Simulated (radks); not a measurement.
The table gives one normalised radial function P(r) = r R(r) of Sb10+ in [Kr] 4d5 (r in bohr). Calculated with a radial shooting solver on a logarithmic mesh with Libxc functionals: non-relativistic Kohn-Sham, LB94 model potential, spin-polarised, spherical densities, point nucleus; open shells are filled with parallel spins first (spin-orbit coupling, left out, can overturn this in heavy ions); relativity is left out, which matters for an element this heavy.

r	P
0.003977	0.0098
0.005097	0.0157
0.006584	0.0252
0.008505	0.0401
0.01099	0.0627
0.01408	0.0950
0.01819	0.1424
0.02349	0.2065
0.03035	0.2869
0.03889	0.3728
0.05023	0.4505
0.06489	0.4818
0.08382	0.4184
0.1074	0.2263
0.1387	-0.1052
0.1792	-0.4820
0.2315	-0.7166
0.2967	-0.6141
0.3832	-0.1015
0.495	0.6264
0.6395	1.1746
0.8195	1.2603
1.059	0.9254
1.367	0.4621
1.766	0.1472
2.263	0.0286
2.924	0.0027

Which n and l does it have? It may be an empty orbital.

Answer. n = 4, l = 1: the number of nodes gives n - l - 1 = 2, the rise at small r (about r^(l+1)) gives l, and the extent must fit the shell. The curve is that of 4p up; the table hardly tells the two spins apart. 4p up: eigenvalue -284.41 eV, 2 radial nodes at r = 0.129, 0.398 bohr, <r> = 0.820 bohr, 90 % of the charge inside 1.19 bohr.
